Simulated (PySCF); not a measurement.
# A bond scan of AlH2NO

Calculated results; nothing here was measured. They come from PySCF 2.14.0, an open-source quantum chemistry program, on an isolated molecule that a program drew, which may never have been made. The molecule is AlH2NO (charge 0, singlet), drawn as the SMILES string `[NH]=[Al][OH]`.

The structure below is the HF double-zeta minimum with every atom moved a little at random, so it isn't optimised. Bond N1-H4 is then set to each length in the table by shifting atom 4 along it, with nothing else relaxed.
```xyz
5
AlH2NO, angstrom
N     0.7359   -0.2321   -1.5151
Al   -0.0366    0.6865   -2.5010
O    -1.0026    1.5568   -3.6319
H     1.3845   -0.6485   -0.8718
H    -1.8323    1.3825   -4.0330
```

E is the energy above the same method's energy at the HF double-zeta minimum. IE is the energy to remove one electron at fixed geometry, to the doublet state of charge +1, as a difference of total energies. The basis family is cc-pV(n+d)Z, with UHF for radicals and no spin-orbit coupling. Best is HF at quadruple zeta, plus MP2 correlation extrapolated from triple and quadruple zeta, plus CCSD(T) minus MP2 at triple zeta, with a frozen core. The other columns are at triple zeta.

| bond (Å) | E PBE (kcal/mol) | E wB97X (kcal/mol) | E CCSD(T) (kcal/mol) | E best (kcal/mol) | IE PBE (eV) | IE wB97X (eV) | IE CCSD(T) (eV) | IE best (eV) | T1 |
|---|---|---|---|---|---|---|---|---|---|
| 0.8929 | 10.62 | 9.90 | 10.20 | 10.16 | 8.935 | 8.772 | 8.815 | 9.049 | 0.016 |
| 1.0039 | ? | ? | ? | ? | ? | ? | ? | ? | ? |
| 1.2119 | 17.72 | 20.60 | 19.87 | 19.90 | 8.747 | 8.568 | 8.638 | 8.884 | 0.017 |
| 1.4309 | 47.37 | 53.41 | 50.87 | 50.73 | 8.639 | 8.440 | 8.546 | 8.799 | 0.019 |
| 1.4419 | 48.90 | 55.11 | 52.45 | 52.30 | 8.635 | 8.434 | 8.543 | 8.796 | 0.019 |

T1 is the CCSD diagnostic of the starting molecule.

**Estimate the best E and IE at 1.0039 Å from the other rows.**

A cubic in the inverse of the bond length through the other values of E best gives 1.89 kcal/mol there. A least-squares quadratic in the bond length through IE best gives 8.986 eV. The calculation gives 2.60 kcal/mol and 8.990 eV, so the fits miss by 0.71 kcal/mol and 0.004 eV. The same recipe one zeta lower moves these two values by 0.22 kcal/mol and 0.08 eV, a gauge of their own error. The rest of the row: E is 2.08 (PBE), 2.45 (wB97X), 2.54 (CCSD(T)); IE is 8.868 (PBE), 8.700 (wB97X), 8.751 (CCSD(T)); T1 is 0.017.
